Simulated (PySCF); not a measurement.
## Two-component Hartree-Fock for Sn⁺ (tin, charge +1)

Start: [Kr] 4d10 5s2 5p1; 5p3/2 filled at m_j = +3/2. Calculated with PySCF 2.14 in x2c-SVPall-2c with one added diffuse shell each of s, p type (7s9p4d, 54 functions): generalised Hartree-Fock with the X2C-1e Hamiltonian and a Gaussian nucleus; one run each with spin-orbit coupling (SO) switched off, then screened by Boettger's factors. This is a chosen level, not necessarily the ground level.

```json
{"spinor shell": "1s1/2", "electrons": "2", "ε, spin-free (eV)": "-29350.4", "ε, screened SO (eV)": "-29347.8", "weight of nominal j (screened SO)": "1.000", "rms radius, screened SO (bohr)": "0.0333"}
{"spinor shell": "2s1/2", "electrons": "2", "ε, spin-free (eV)": "-4529.4", "ε, screened SO (eV)": "-4528.8", "weight of nominal j (screened SO)": "1.000", "rms radius, screened SO (bohr)": "0.136"}
{"spinor shell": "2p1/2", "electrons": "2", "ε, spin-free (eV)": "-4061.0", "ε, screened SO (eV)": "-4221.2", "weight of nominal j (screened SO)": "1.000", "rms radius, screened SO (bohr)": "0.118"}
{"spinor shell": "2p3/2", "electrons": "4", "ε, spin-free (eV)": "-4061.0", "ε, screened SO (eV)": "-3987.9", "weight of nominal j (screened SO)": "1.000", "rms radius, screened SO (bohr)": "0.123"}
{"spinor shell": "3s1/2", "electrons": "2", "ε, spin-free (eV)": "-920.26", "ε, screened SO (eV)": "-920.14", "weight of nominal j (screened SO)": "1.000", "rms radius, screened SO (bohr)": "0.361"}
{"spinor shell": "3p1/2", "electrons": "2", "ε, spin-free (eV)": "-763.13", "ε, screened SO (eV)": "-793.33", "weight of nominal j (screened SO)": "1.000", "rms radius, screened SO (bohr)": "0.354"}
{"spinor shell": "3p3/2", "electrons": "4", "ε, spin-free (eV)": "-763.13", "ε, screened SO (eV)": "-749.36", "weight of nominal j (screened SO)": "1.000", "rms radius, screened SO (bohr)": "0.366"}
{"spinor shell": "3d3/2", "electrons": "4", "ε, spin-free (eV)": "-521.67", "ε, screened SO (eV)": "-526.91", "weight of nominal j (screened SO)": "1.000", "rms radius, screened SO (bohr)": "0.340"}
{"spinor shell": "4s1/2", "electrons": "2", "ε, spin-free (eV)": "-168.21", "ε, screened SO (eV)": "-168.26", "weight of nominal j (screened SO)": "1.000", "rms radius, screened SO (bohr)": "0.872"}
{"spinor shell": "4p1/2", "electrons": "2", "ε, spin-free (eV)": "-118.25", "ε, screened SO (eV)": "-123.68", "weight of nominal j (screened SO)": "1.000", "rms radius, screened SO (bohr)": "0.933"}
{"spinor shell": "4p3/2", "electrons": "4", "ε, spin-free (eV)": "-118.25", "ε, screened SO (eV)": "-115.87", "weight of nominal j (screened SO)": "1.000", "rms radius, screened SO (bohr)": "0.958"}
{"spinor shell": "4d3/2", "electrons": "4", "ε, spin-free (eV)": "-43.679", "ε, screened SO (eV)": "-44.372", "weight of nominal j (screened SO)": "0.992", "rms radius, screened SO (bohr)": "1.18"}
{"spinor shell": "4d5/2", "electrons": "6", "ε, spin-free (eV)": "-43.679", "ε, screened SO (eV)": "-43.335", "weight of nominal j (screened SO)": "0.995", "rms radius, screened SO (bohr)": "1.19"}
{"spinor shell": "5s1/2", "electrons": "2", "ε, spin-free (eV)": "-20.929", "ε, screened SO (eV)": "-20.975", "weight of nominal j (screened SO)": "0.999", "rms radius, screened SO (bohr)": "2.53"}
{"spinor shell": "5p3/2", "electrons": "1", "ε, spin-free (eV)": "-13.885", "ε, screened SO (eV)": "-13.711", "weight of nominal j (screened SO)": "1.000", "rms radius, screened SO (bohr)": "3.21"}
```

Problem. Where does 3d5/2 lie, and what is the 3d spin-orbit splitting (screened SO)?

Solution. At -518.13 eV, 8.782 eV above 3d3/2.

```csv
quantity,spin-free,screened SO
E (hartree),-6172.16419,-6173.58543
M_J,3/2,3/2
⟨J²⟩,3.760,3.760
⟨L²⟩,2.007,2.022
⟨S²⟩,0.753,0.768
```

Each row is a mean over spinors that exchange with the open shell spreads, by up to 1.934 eV (5s1/2).

Breit and QED terms are absent; they matter most for the inner s and p1/2 levels.

Densities and radii are taken from the X2C orbitals without a picture-change correction, which distorts them close to the nucleus.

Without spin-orbit coupling the j labels of p, d and f shells carry no meaning; the spin-free column gives the mean over the occupied spinors of each nl shell.
